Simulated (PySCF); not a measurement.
PySCF input for C3H5BO2, SMILES OB1C=COC1, TDA-PBE/def2-SVPD. The structure is a stationary point at B3LYP-D3(BJ)/def2-SVP. The structure was generated by enumeration, and PubChem lists no compound with its InChIKey, so it may never have been made. One conformer was computed; it need not be the lowest.

```python
import numpy as np
from pyscf import gto, scf, dft, tdscf

mol = gto.M(
    atom='''
    O    -0.14731617    2.18622308   -0.00000000
    B    -0.09899303    0.82648404   -0.00000000
    C    -1.26405965   -0.16479740   -0.00000000
    C    -0.68120451   -1.39219115   -0.00000000
    O     0.66068266   -1.46600398    0.00000000
    C     1.19441844   -0.11993824    0.00000000
    H     0.71695204    2.61397394    0.00000000
    H    -2.34603476   -0.03586819   -0.00000000
    H    -1.15970907   -2.37725791   -0.00000000
    H     1.84094968   -0.01673006   -0.88894072
    H     1.84094967   -0.01673006    0.88894072
    ''',
    basis='def2-SVPD',
    charge=0,
    spin=0,
    symmetry=True,
    max_memory=1600,
    verbose=4,
)
mf = dft.RKS(mol, xc='pbe').density_fit(auxbasis='def2-universal-jkfit')
mf.grids.level = 3
mf.conv_tol = 1e-9
mf.max_cycle = 100
mf.kernel()
mf.grids = dft.Grids(mol).set(level=1).build(with_non0tab=True)  # coarser grid for the response kernel
td = tdscf.TDA(mf)
td.singlet = True
td.nstates = 10
td.conv_tol = 1e-4
td.positive_eig_threshold = 1e-6
td.kernel(x0=td.get_init_guess(mf, 15))
td.analyze()
tt = tdscf.TDA(mf)
tt.singlet = False
tt.nstates = 4
tt.conv_tol = 1e-4
tt.positive_eig_threshold = 1e-6
tt.kernel(x0=tt.get_init_guess(mf, 9))
tt.analyze(verbose=3)
```

It prints:

```
PySCF version 2.14.0

[INPUT] verbose = 4
[INPUT] num. atoms = 11
[INPUT] num. electrons = 44
[INPUT] charge = 0
[INPUT] spin (= nelec alpha-beta = 2S) = 0
[INPUT] symmetry True subgroup None
[INPUT] Mole.unit = angstrom
[INPUT] Symbol           X                Y                Z      unit          X                Y                Z       unit  Magmom
[INPUT]  1 O     -0.147316170000   2.186223080000   0.000000000000 AA   -0.278387215020   4.131362868403   0.000000000000 Bohr   0.0
[INPUT]  2 B     -0.098993030000   0.826484040000   0.000000000000 AA   -0.187069714941   1.561828481924   0.000000000000 Bohr   0.0
[INPUT]  3 C     -1.264059650000  -0.164797400000   0.000000000000 AA   -2.388726543614  -0.311421952040   0.000000000000 Bohr   0.0
[INPUT]  4 C     -0.681204510000  -1.392191150000   0.000000000000 AA   -1.287289958719  -2.630859986543   0.000000000000 Bohr   0.0
[INPUT]  5 O      0.660682660000  -1.466003980000   0.000000000000 AA    1.248509282649  -2.770346019722   0.000000000000 Bohr   0.0
[INPUT]  6 C      1.194418440000  -0.119938240000   0.000000000000 AA    2.257123729730  -0.226650425462   0.000000000000 Bohr   0.0
[INPUT]  7 H      0.716952040000   2.613973940000   0.000000000000 AA    1.354843000048   4.939694843350   0.000000000000 Bohr   0.0
[INPUT]  8 H     -2.346034760000  -0.035868190000   0.000000000000 AA   -4.433363175110  -0.067781055684   0.000000000000 Bohr   0.0
[INPUT]  9 H     -1.159709070000  -2.377257910000   0.000000000000 AA   -2.191532526474  -4.492366377356   0.000000000000 Bohr   0.0
[INPUT] 10 H      1.840949680000  -0.016730060000  -0.888940720000 AA    3.478890704306  -0.031615231448  -1.679854501774 Bohr   0.0
[INPUT] 11 H      1.840949670000  -0.016730060000   0.888940720000 AA    3.478890685408  -0.031615231448   1.679854501774 Bohr   0.0

nuclear repulsion = 212.672194751947
point group symmetry = Cs
symmetry origin: [ 4.29483227e-10 -8.58966489e-10  0.00000000e+00]
symmetry axis x: [ 1.00000000e+00 -2.38496367e-09 -2.38921814e-10]
symmetry axis y: [-2.38496367e-09 -1.00000000e+00 -2.26611329e-17]
symmetry axis z: [ 2.38921814e-10 -1.88750452e-17  1.00000000e+00]
num. orbitals of irrep A' = 114
num. orbitals of irrep A" = 52
number of shells = 70
number of NR pGTOs = 236
number of NR cGTOs = 166
basis = def2-SVPD
ecp = {}


[settings echo left out]
init E= -292.736427253416
HOMO (A") = -0.304764200242285  LUMO (A") = -0.120596940008129  gap/eV = 5.01145
cycle= 1 E= -291.960661416089  delta_E= 0.776  |g|= 0.865  |ddm|= 5.18
HOMO (A") = -0.102796705868129  LUMO (A') = 0.00113340873957313  gap/eV = 2.82808
cycle= 2 E= -291.39956423613  delta_E= 0.561  |g|= 1.82  |ddm|= 2.66
HOMO (A") = -0.188396378635445  LUMO (A") = -0.037845965044791  gap/eV = 4.09669
cycle= 3 E= -292.097692592523  delta_E= -0.698  |g|= 0.297  |ddm|= 1.88
HOMO (A") = -0.218928987559084  LUMO (A") = -0.0590207619225557  gap/eV = 4.35132
cycle= 4 E= -292.116857486908  delta_E= -0.0192  |g|= 0.134  |ddm|= 0.429
HOMO (A") = -0.213795707927366  LUMO (A") = -0.0575369989052388  gap/eV = 4.25202
cycle= 5 E= -292.11924238846  delta_E= -0.00238  |g|= 0.0807  |ddm|= 0.188
HOMO (A") = -0.210310852615065  LUMO (A") = -0.0549071894736756  gap/eV = 4.22875
cycle= 6 E= -292.120685717113  delta_E= -0.00144  |g|= 0.0157  |ddm|= 0.0974
HOMO (A") = -0.210596048439703  LUMO (A") = -0.0544213365386497  gap/eV = 4.24973
cycle= 7 E= -292.120743633241  delta_E= -5.79e-05  |g|= 0.00657  |ddm|= 0.0266
HOMO (A") = -0.210676355463302  LUMO (A") = -0.0547148522004356  gap/eV = 4.24393
cycle= 8 E= -292.120753422719  delta_E= -9.79e-06  |g|= 0.00106  |ddm|= 0.00727
HOMO (A") = -0.210656520218627  LUMO (A") = -0.054701683664326  gap/eV = 4.24375
cycle= 9 E= -292.120753670602  delta_E= -2.48e-07  |g|= 0.00046  |ddm|= 0.00184
HOMO (A") = -0.210669235606301  LUMO (A") = -0.0547074344581265  gap/eV = 4.24394
cycle= 10 E= -292.120753722581  delta_E= -5.2e-08  |g|= 9.53e-05  |ddm|= 0.000669
HOMO (A") = -0.210672746121001  LUMO (A") = -0.0547096310552682  gap/eV = 4.24397
cycle= 11 E= -292.120753724291  delta_E= -1.71e-09  |g|= 5.47e-05  |ddm|= 0.000183
HOMO (A") = -0.210670780214166  LUMO (A") = -0.0547096395252522  gap/eV = 4.24392
cycle= 12 E= -292.120753724921  delta_E= -6.29e-10  |g|= 9.4e-06  |ddm|= 7.11e-05
HOMO (A") = -0.210669844383537  LUMO (A") = -0.0547082052263906  gap/eV = 4.24393
Extra cycle  E= -292.120753724873  delta_E= 4.8e-11  |g|= 1.68e-05  |ddm|= 3.57e-05
converged SCF energy = -292.120753724873
tot grids = 43440
Overwritten attributes  positive_eig_threshold  of <class 'pyscf.tdscf.rks.TDA'>


******** <class 'pyscf.tdscf.rks.TDA'> for <class 'pyscf.df.df_jk.DFSymAdaptedRKS'> ********
nstates = 10 singlet
deg_eia_thresh = 1.000e-03
wfnsym = None
conv_tol = 0.0001
eigh lindep = 1e-12
eigh level_shift = 0
eigh max_cycle = 100


Excitation energies (eV)
[5.10753493 5.51749215 5.58854466 6.03052971 6.34928322 6.83780084
 6.97766349 7.27751173 7.37044742 7.49120548]

** Singlet excitation energies and oscillator strengths **
Excited State   1:   A"      5.10753 eV    242.75 nm  f=0.0028
      22 -> 24       -0.70688
Excited State   2:   A'      5.51749 eV    224.71 nm  f=0.1871
      22 -> 23       -0.65935
      22 -> 26       -0.16279
Excited State   3:   A"      5.58854 eV    221.85 nm  f=0.0009
      21 -> 23       -0.70547
Excited State   4:   A"      6.03053 eV    205.59 nm  f=0.0131
      22 -> 25        0.70607
Excited State   5:   A'      6.34928 eV    195.27 nm  f=0.0070
      21 -> 24       -0.70535
Excited State   6:   A"      6.83780 eV    181.32 nm  f=0.0026
      22 -> 27       -0.70673
Excited State   7:   A"      6.97766 eV    177.69 nm  f=0.0100
      22 -> 28       -0.70488
Excited State   8:   A'      7.27751 eV    170.37 nm  f=0.0018
      21 -> 25        0.65918
      22 -> 26       -0.13548
      22 -> 29       -0.20153
Excited State   9:   A'      7.37045 eV    168.22 nm  f=0.0224
      21 -> 25        0.21970
      22 -> 29        0.65873
Excited State  10:   A"      7.49121 eV    165.51 nm  f=0.0122
      17 -> 23       -0.10772
      18 -> 23        0.36986
      22 -> 30       -0.58883

** Transition electric dipole moments (AU) **
state          X           Y           Z        Dip. S.      Osc.
  1        -0.0000      0.0000     -0.1491      0.0222      0.0028
  2        -0.2241      1.1549     -0.0000      1.3839      0.1871
  3         0.0000      0.0000     -0.0808      0.0065      0.0009
  4        -0.0000      0.0000     -0.2981      0.0889      0.0131
  5        -0.2115     -0.0230     -0.0000      0.0452      0.0070
  6        -0.0000      0.0000      0.1255      0.0158      0.0026
  7        -0.0000      0.0000      0.2422      0.0586      0.0100
  8        -0.0923      0.0407      0.0000      0.0102      0.0018
  9        -0.2207      0.2747     -0.0000      0.1242      0.0224
 10         0.0000      0.0000      0.2574      0.0663      0.0122

** Transition velocity dipole moments (imaginary part, AU) **
state          X           Y           Z        Dip. S.      Osc.
  1         0.0000     -0.0000     -0.0266      0.0007      0.0025
  2         0.0378     -0.0290     -0.0000      0.0023      0.0075
  3         0.0000     -0.0000     -0.0012      0.0000      0.0000
  4         0.0000      0.0000     -0.0583      0.0034      0.0102
  5        -0.0538     -0.0010     -0.0000      0.0029      0.0083
  6         0.0000     -0.0000      0.0511      0.0026      0.0069
  7         0.0000     -0.0000      0.0275      0.0008      0.0020
  8        -0.0254      0.0149     -0.0000      0.0009      0.0022
  9        -0.0234      0.0145      0.0000      0.0008      0.0019
 10         0.0000      0.0000      0.0635      0.0040      0.0098

** Transition magnetic dipole moments (imaginary part, AU) **
state          X           Y           Z
  1        -0.2593      0.0728     -0.0000
  2         0.0000      0.0000      0.8699
  3        -0.5653     -0.6422      0.0000
  4         0.2707      0.3987      0.0000
  5         0.0000     -0.0000     -0.6799
  6         0.2401     -0.1648     -0.0000
  7         0.0277     -0.2697     -0.0000
  8         0.0000     -0.0000     -0.0743
  9         0.0000      0.0000      0.0816
 10         0.4371      0.1522      0.0000


******** <class 'pyscf.tdscf.rks.TDA'> for <class 'pyscf.df.df_jk.DFSymAdaptedRKS'> ********
nstates = 4 triplet
deg_eia_thresh = 1.000e-03
wfnsym = None
conv_tol = 0.0001
eigh lindep = 1e-12
eigh level_shift = 0
eigh max_cycle = 100


Excitation energies (eV)
[3.73735552 5.05157649 5.24511633 5.93653204]

** Triplet excitation energies and oscillator strengths **
Excited State   1:   A'      3.73736 eV    331.74 nm  f=0.0000
Excited State   2:   A"      5.05158 eV    245.44 nm  f=0.0000
Excited State   3:   A"      5.24512 eV    236.38 nm  f=0.0000
Excited State   4:   A"      5.93653 eV    208.85 nm  f=0.0000
```

The run converged.
